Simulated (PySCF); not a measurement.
Ligand exchange on a metal centre used in film growth or etching (Ta F-OH). Gas-phase values, no solvent. One relaxed conformer stands for each flexible species; it need not be the lowest.

All values below come from TPSSh-D3(BJ)/def2-TZVP // r2SCAN-D4/def2-SVP (PySCF 2.14.0). 

```json
[
 {"species": "1 of 5 F replaced by OH ([Ta(F)4(OH)])", "LUMO (eV)": "-2.24", "charge on the central atom (Mulliken) (e)": "1.72", "HOMO–LUMO gap (eV)": "___", "coordination number": "5"},
 {"species": "2 of 5 F replaced by OH ([Ta(F)3(OH)2])", "LUMO (eV)": "___", "charge on the central atom (Mulliken) (e)": "1.68", "HOMO–LUMO gap (eV)": "___", "coordination number": "5"},
 {"species": "3 of 5 F replaced by OH", "LUMO (eV)": "___", "charge on the central atom (Mulliken) (e)": "1.64", "HOMO–LUMO gap (eV)": "6.80", "coordination number": "5"},
 {"species": "4 of 5 F replaced by OH", "LUMO (eV)": "-1.46", "charge on the central atom (Mulliken) (e)": "1.60", "HOMO–LUMO gap (eV)": "6.84", "coordination number": "5"},
 {"species": "5 of 5 F replaced by OH", "LUMO (eV)": "-1.29", "charge on the central atom (Mulliken) (e)": "1.55", "HOMO–LUMO gap (eV)": "6.34", "coordination number": "___"}
]
```

Question: Some entries are withheld; supply them.

Answer: 
- 1 of 5 F replaced by OH ([Ta(F)4(OH)]), HOMO–LUMO gap (eV): 7.41
- 2 of 5 F replaced by OH ([Ta(F)3(OH)2]), LUMO (eV): -2.12
- 2 of 5 F replaced by OH ([Ta(F)3(OH)2]), HOMO–LUMO gap (eV): 7.12
- 3 of 5 F replaced by OH, LUMO (eV): -1.84
- 5 of 5 F replaced by OH, coordination number: 5
